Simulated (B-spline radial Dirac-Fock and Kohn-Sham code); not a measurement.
Relativistic shifts of the levels of Gd²⁶⁺

System: Gd²⁶⁺ in the configuration 1s2 2s2 2p6 3s2 3p6 3d10 4s2 4p6 4d2.

Both columns are ΔSCF binding energies of the configuration average from a radial finite-basis atomic code: non-relativistic Hartree-Fock with a point nucleus, and Dirac-Fock with a finite nucleus and the Coulomb interaction alone, averaged over the two j levels with weights 2j+1.

```
shell  Hartree-Fock (eV)  Dirac-Fock (eV)  shift (eV)  shift (%)
   1s            48351.2          51340.9    +2989.73      +6.18
   2s             8522.5           9293.9     +771.37      +9.05
   2p             8133.1           8379.5     +246.37      +3.03
   3s             2563.6           2749.1     +185.48      +7.24
   3p             2391.0           2457.3      +66.29      +2.77
   3d             2073.7           2060.5      -13.18      -0.64
   4s             1088.3           1143.2      +54.96      +5.05
   4p             1010.8           1031.0      +20.26      +2.00
   4d              890.9            888.9       -1.95      -0.22
```

Relativity binds 1s, 2s, 2p, 3s, 3p, 4s, 4p more strongly, among those listed most of all 2s in relative terms, and 3d, 4d more weakly, because the contracted s and p shells screen the nucleus better.

Values without a named source are computed, but for edge energies of neutral atoms, which are taken from tables.
